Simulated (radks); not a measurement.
Values are calculated unless marked as measured or tabulated.
The nuclear charge of the molybdenum ion Mo+ is varied continuously with 41 electrons held in [Kr] 4d5. Level of theory: scalar-relativistic Kohn-Sham, r2SCAN, spin-polarised, spherical densities, finite nucleus; open shells are filled with parallel spins first (spin-orbit coupling, left out, can overturn this in heavy ions); meta-GGA in the generalised Kohn-Sham scheme; Fermi nuclear charge, rms radius 4.4091 fm (a radial shooting solver on a logarithmic mesh with Libxc functionals). By the Hellmann-Feynman theorem dE/dZ = E(electron-nucleus)/Z, the electronic potential at the nucleus (averaged over a nucleus of fixed radius). The scalar-relativistic energy here is not variational (the density holds large components alone), so the two differ by a part that grows with Z.

[
 {"Z": "41", "E (hartree)": "-3820.22746", "E(electron-nucleus)/Z (hartree)": "-224.571", "HOMO": "4d", "e(HOMO) (eV)": "-2.421", "<r> HOMO (bohr)": "2.315"},
 {"Z": "41.1", "E (hartree)": "-3842.77154", "E(electron-nucleus)/Z (hartree)": "-225.329", "HOMO": "4d", "e(HOMO) (eV)": "-3.147", "<r> HOMO (bohr)": "2.249"},
 {"Z": "41.2", "E (hartree)": "-3865.39178", "E(electron-nucleus)/Z (hartree)": "-226.085", "HOMO": "4d", "e(HOMO) (eV)": "-3.920", "<r> HOMO (bohr)": "2.188"},
 {"Z": "41.3", "E (hartree)": "-3888.08809", "E(electron-nucleus)/Z (hartree)": "-226.841", "HOMO": "4d", "e(HOMO) (eV)": "-4.740", "<r> HOMO (bohr)": "2.133"},
 {"Z": "41.4", "E (hartree)": "-3910.86039", "E(electron-nucleus)/Z (hartree)": "-227.597", "HOMO": "4d", "e(HOMO) (eV)": "-5.602", "<r> HOMO (bohr)": "2.083"},
 {"Z": "41.5", "E (hartree)": "-3933.70862", "E(electron-nucleus)/Z (hartree)": "-228.351", "HOMO": "4d", "e(HOMO) (eV)": "-6.506", "<r> HOMO (bohr)": "2.036"},
 {"Z": "41.6", "E (hartree)": "-3956.63272", "E(electron-nucleus)/Z (hartree)": "-229.105", "HOMO": "4d", "e(HOMO) (eV)": "-7.449", "<r> HOMO (bohr)": "1.993"},
 {"Z": "41.7", "E (hartree)": "-3979.63264", "E(electron-nucleus)/Z (hartree)": "-229.859", "HOMO": "4d", "e(HOMO) (eV)": "-8.431", "<r> HOMO (bohr)": "1.952"},
 {"Z": "41.8", "E (hartree)": "-4002.70833", "E(electron-nucleus)/Z (hartree)": "-230.612", "HOMO": "4d", "e(HOMO) (eV)": "-9.448", "<r> HOMO (bohr)": "1.915"},
 {"Z": "41.9", "E (hartree)": "-4025.85976", "E(electron-nucleus)/Z (hartree)": "-231.364", "HOMO": "4d", "e(HOMO) (eV)": "-10.501", "<r> HOMO (bohr)": "1.879"},
 {"Z": "42", "E (hartree)": "-4049.08688", "E(electron-nucleus)/Z (hartree)": "-232.117", "HOMO": "4d", "e(HOMO) (eV)": "-11.589", "<r> HOMO (bohr)": "1.846"},
 {"Z": "42.1", "E (hartree)": "-4072.38968", "E(electron-nucleus)/Z (hartree)": "-232.869", "HOMO": "4d", "e(HOMO) (eV)": "-12.709", "<r> HOMO (bohr)": "1.815"},
 {"Z": "42.2", "E (hartree)": "-4095.76812", "E(electron-nucleus)/Z (hartree)": "-233.620", "HOMO": "4d", "e(HOMO) (eV)": "-13.861", "<r> HOMO (bohr)": "1.785"},
 {"Z": "42.3", "E (hartree)": "-4119.22219", "E(electron-nucleus)/Z (hartree)": "-234.372", "HOMO": "4d", "e(HOMO) (eV)": "-15.044", "<r> HOMO (bohr)": "1.757"},
 {"Z": "42.4", "E (hartree)": "-4142.75186", "E(electron-nucleus)/Z (hartree)": "-235.123", "HOMO": "4d", "e(HOMO) (eV)": "-16.258", "<r> HOMO (bohr)": "1.730"},
 {"Z": "42.5", "E (hartree)": "-4166.35713", "E(electron-nucleus)/Z (hartree)": "-235.874", "HOMO": "4d", "e(HOMO) (eV)": "-17.502", "<r> HOMO (bohr)": "1.704"},
 {"Z": "42.6", "E (hartree)": "-4190.03799", "E(electron-nucleus)/Z (hartree)": "-236.625", "HOMO": "4d", "e(HOMO) (eV)": "-18.774", "<r> HOMO (bohr)": "1.680"},
 {"Z": "42.7", "E (hartree)": "-4213.79441", "E(electron-nucleus)/Z (hartree)": "-237.376", "HOMO": "4d", "e(HOMO) (eV)": "-20.075", "<r> HOMO (bohr)": "1.656"},
 {"Z": "42.8", "E (hartree)": "-4237.62641", "E(electron-nucleus)/Z (hartree)": "-238.127", "HOMO": "4d", "e(HOMO) (eV)": "-21.404", "<r> HOMO (bohr)": "1.634"},
 {"Z": "42.9", "E (hartree)": "-4261.53398", "E(electron-nucleus)/Z (hartree)": "-238.878", "HOMO": "4d", "e(HOMO) (eV)": "-22.760", "<r> HOMO (bohr)": "1.612"},
 {"Z": "43", "E (hartree)": "-4285.51710", "E(electron-nucleus)/Z (hartree)": "-239.629", "HOMO": "4d", "e(HOMO) (eV)": "-24.143", "<r> HOMO (bohr)": "1.592"}
]

The central difference of E at Z = 42 is -232.650 hartree, to compare with the third column; the second derivative is -7.57 hartree.
